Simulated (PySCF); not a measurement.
NMR data simulated for an unnamed compound:

$^{1}$H NMR (400 MHz, computed): δ 7.09 (m, 1H), 4.29 (s, 3H).

$^{13}$C{$^{1}$H} NMR (computed): δ 158.9 (C), 131.3 (CH), 129.0 (C), 59.3 (CH3).

Computed data (PySCF): geometry from GFN2-xTB, shielding tensors at PBE0/pcSseg-1 (GIAO). Non-relativistic Hamiltonian, rapidly exchanging positions averaged, one conformer, in vacuum.

References, each an isolated molecule treated in the same way: $^{1}$H (31.72 ppm) and $^{13}$C (186.93 ppm) vs TMS.

Problem. Which of these does the molecule contain: a CH3CH2 unit, a CF3 group, a methoxy group, a non-aromatic C=C double bond, a (CH3)2CH unit, an NH or NH2 group?

Solution. 
- A CH3CH2 unit: no.
- A CF3 group: yes (δC 129.0).
- A methoxy group: yes (δC 59.3; δH 4.29 (s)).
- A non-aromatic C=C double bond: yes.
- A (CH3)2CH unit: no.
- An NH or NH2 group: no.

The data belong to `CO/C(=C\F)OC(F)(F)F`, C$_{4}$H$_{4}$F$_{4}$O$_{2}$; they needn't prove each group on their own.

Carbon signals by region: 3 in the sp2 and nitrile region (100–160 ppm), 1 at 50–100 ppm.

Splittings by $^{19}$F in the carbon and heteronuclear signals aren't shown, as no couplings were computed. Shifts are as computed. Against solution values, carbons near 30 ppm lie about +3 ppm off and those near 130 ppm about +5 ppm. Of 1309 compounds with measured shifts, 239 miss one by over three times the rms of a fit or turn the order of signals round; such compounds aren't used in these exercises. Multiplicities follow the n + 1 count of equivalent neighbours, as no J values were calculated; m marks all less simple cases, F and P coupling included.
